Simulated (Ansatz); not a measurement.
Coupled-cluster run, `CO[SiH2]S[SiH3]`.

```yaml
crystal:
  periodic: [false, false, false]
  atoms:
    - {symbol: C, position_ang: [-1.821010, 0.943579, 0.393624]}
    - {symbol: O, position_ang: [-0.679570, 1.770191, 0.336906]}
    - {symbol: Si, position_ang: [0.847225, 1.208335, 0.196465]}
    - {symbol: S, position_ang: [1.133396, 0.036221, -1.569342]}
    - {symbol: Si, position_ang: [1.029928, -1.891668, -0.654596]}
    - {symbol: H, position_ang: [-1.937819, 0.369267, -0.530971]}
    - {symbol: H, position_ang: [-1.768129, 0.246026, 1.237251]}
    - {symbol: H, position_ang: [-2.695214, 1.582645, 0.523468]}
    - {symbol: H, position_ang: [1.196110, 0.342584, 1.357445]}
    - {symbol: H, position_ang: [1.707789, 2.405076, 0.112105]}
    - {symbol: H, position_ang: [1.012516, -2.876802, -1.763318]}
    - {symbol: H, position_ang: [-0.207729, -2.031290, 0.155809]}
    - {symbol: H, position_ang: [2.203110, -2.138764, 0.219755]}
basis:
  gaussian: {orbitals: def2-TZVPP}
correlation: {method: ccsd_t}
output: {orbitals: {seedname: orbitals}}
```

```sh
$ ansatz run in.yaml --threads 4 --pin off --events-out ev --progress --plain
```

Output of Ansatz, abridged:

```
Functional definition: HF
1727 factors; integrals over basis functions are off by at most 9.2e-4 eV
mean field evaluation 1: about -29737.2097 eV, gradient 3.5e1 eV
mean field evaluation 2: about -29737.6011 eV, gradient 3.5e1 eV
mean field evaluation 4: about -29740.8224 eV, gradient 4.6e0 eV
mean field evaluation 8: about -29740.8967 eV, gradient 2.7e-1 eV
mean field -29740.89706526 eV, -1092.9578080442 hartree, gradient 4.3e-6 eV, S^2 0.000000; 0 other end points of the search recorded, 0 dependent functions left out
17 core orbitals not correlated: weight in the atoms' cores, before any rotation towards them, 1.000 or more for the frozen orbitals, at most 0.000 for the correlated occupied ones
reference -29740.89706526 eV, -1092.9578080442 hartree; 16, 16 occupied and 267, 267 virtual orbitals, 1727 factors
second order -22.84154683 eV of doubles, -0.00000000 eV of singles
cycle   1  -23.82043843 eV  change   -9.8e-1 eV  update   1.1e-1
cycle   2  -24.46428773 eV  change   -6.4e-1 eV  update   3.2e-2
cycle   3  -24.59201097 eV  change   -1.3e-1 eV  update   1.6e-2
cycle   4  -24.58150061 eV  change    1.1e-2 eV  update   3.7e-3
cycle   5  -24.57942968 eV  change    2.1e-3 eV  update   1.7e-3
cycle   6  -24.57978441 eV  change   -3.5e-4 eV  update   5.0e-4
cycle   7  -24.57953183 eV  change    2.5e-4 eV  update   2.0e-4
cycle   8  -24.57948870 eV  change    4.3e-5 eV  update   6.1e-5
cycle   9  -24.57951970 eV  change   -3.1e-5 eV  update   2.5e-5
perturbative correction -0.96300676 eV, -0.0353898457 hartree
Total energy: -29766.43959172 eV, -1093.8964785781 hartree
```

Hardware: 4 threads of a server CPU on a shared host. Wall time 4.9 min, peak host memory 9.2 GiB.

MP2 recovers 89.4 % of the CCSD(T) correlation energy and the triples give 3.8 %; T1 = 0.0116.
